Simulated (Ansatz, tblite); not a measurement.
Removing an electron: Si₁₂⁻ (the lowest doublet isomer of a short search). The state is a doublet with charge -1. Geometry: PBE0-D4/def2-SVP. Ansatz, gas phase; energy differences of separate SCF runs; the oxidised species is a singlet (the triplet lies 0.23 eV higher at PBE0-D4/def2-SVP).

```xyz
12

Si   -1.850    2.681   -1.091
Si   -0.200   -2.023   -1.978
Si   -2.449   -1.742   -0.620
Si    2.561    1.581   -0.709
Si   -1.863    0.500   -0.755
Si    0.121    1.848   -0.240
Si    0.254   -0.007    1.395
Si   -1.602   -1.416    1.864
Si    1.698    1.974    1.680
Si    1.069   -0.361   -0.854
Si   -0.417   -2.732    0.280
Si    2.678   -0.304    1.027
```

The xTB rows come from tblite. The structure comes from a short search, and lower isomers may exist.

(1) Estimate orbital energies and vertical ionisation energies at: GFN2-xTB; PBE-D4/def2-SVP; r2SCAN-D4/def2-SVP; PBE0-D4/def2-SVP.

Results:

(1) 
```tsv
level	−HOMO (eV)	vertical IE (eV)	−LUMO (eV)	HOMO–LUMO gap (eV)	remarks
GFN2-xTB	–	3.15	–	–	–
PBE-D4/def2-SVP	1.32	3.16	0.86	0.45	restricted singlet, untested (singlet)
r2SCAN-D4/def2-SVP	1.62	3.37	0.88	0.74	restricted singlet, untested (singlet)
PBE0-D4/def2-SVP	2.07	3.31	0.34	1.73	restricted singlet, untested (singlet)
```

  HOMO and LUMO are the levels of the spin that leaves or enters (xTB has no such levels and no spin-polarisation term). Other spin states of the ions may lie lower, which would lower the ionisation energy or raise the affinity. Raw xTB energy differences between charge states are shifted by several eV; the methods need an empirical correction for them.
